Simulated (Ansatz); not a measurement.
# What each rung costs, and what it gives

Saddle point of BSiH4F3, closed shell (BF₃ ([F][B]([F])[F]) + SiH₄ → BSiH₃F₂ ([F][B]([F])[SiH3]) + HF; bonds formed: B1–Si6, F2–H5; bonds broken: B1–F2, H5–Si6), PBE0-D4/def2-TZVP structure:

```xyz
9
angstrom
B -0.4183 0.4090 -0.9302
F 0.9145 1.3227 -1.2003
F -0.4944 -0.4900 -1.9063
F -1.4379 1.2370 -0.7260
H 0.9098 0.6964 -0.2843
Si 0.1401 -0.5882 0.9669
H 0.3082 0.2805 2.1591
H -1.1661 -1.2902 1.0353
H 1.2440 -1.5771 0.8859
```

Barriers are electronic and count from the start structure reached by relaxing down the imaginary mode.

Program: Ansatz 0.2.0. Basis: as named in each row. Cores are frozen in the correlated methods. B3LYP uses VWN-RPA correlation. Extrapolation: Hartree–Fock as exp(−7.88 √X), correlation as X^−2.97.

Times are rough, for one single point on 4 threads of a shared host (Arm Neoverse V1).

The estimate by CCSD(T) at an estimated basis limit (MP2 extrapolated from triple and quadruple zeta, plus CCSD(T) − MP2 in triple zeta) is 276.0 kJ/mol.

```csv
method,basis,time (s),barrier (kJ/mol),method less estimate
HF,STO-3G,under 1,415.3,139.3
PBE-D4,STO-3G,under 1,245.9,-30.0
SPW92,def2-SVP,under 1,181.2,-94.8
B3LYP-D4,6-31G,under 1,250.4,-25.5
PBE-D4,def2-SVP,under 1,214.2,-61.8
PBE0-D4,def2-SVP,under 1,243.1,-32.9
SPW92,def2-TZVPP,under 1,186.9,-89.1
PBE-D4,def2-TZVPP,2,218.9,-57.0
BLYP-D4,def2-TZVPP,2,251.3,-24.7
B3LYP-D4,def2-TZVPP,2,269.9,-6.1
BHLYP-D4,def2-TZVPP,2,301.2,25.2
CAM-B3LYP-D4,def2-TZVPP,2,274.0,-1.9
PBE0-D4,def2-TZVPP,2,246.0,-30.0
r2SCAN-D4,def2-TZVPP,3,244.4,-31.6
wB97M-V,def2-SVP,3,260.9,-15.1
r2SCAN0-D4,def2-TZVPP,3,263.0,-13.0
CCSD(T),def2-SVP,4,295.8,19.9
RPA on PBE,def2-TZVPP,4,275.1,-0.9
B2PLYP,def2-TZVPP,4,277.8,1.9
PBE-QIDH,def2-TZVPP,4,268.4,-7.5
wB97X-V,def2-TZVPP,6,265.2,-10.8
wB97M-V,def2-TZVPP,7,266.9,-9.1
B97M-V,def2-TZVPP,8,267.1,-8.9
MP2,def2-QZVPP,15,274.6,-1.4
CCSD(T),def2-TZVPP,110,278.4,2.5
```

All methods are single points on the PBE0-D4 structures.

The T1 diagnostic stays at or below 0.014.

Labels in which every atom is bracketed show which atoms are joined, not bond orders.
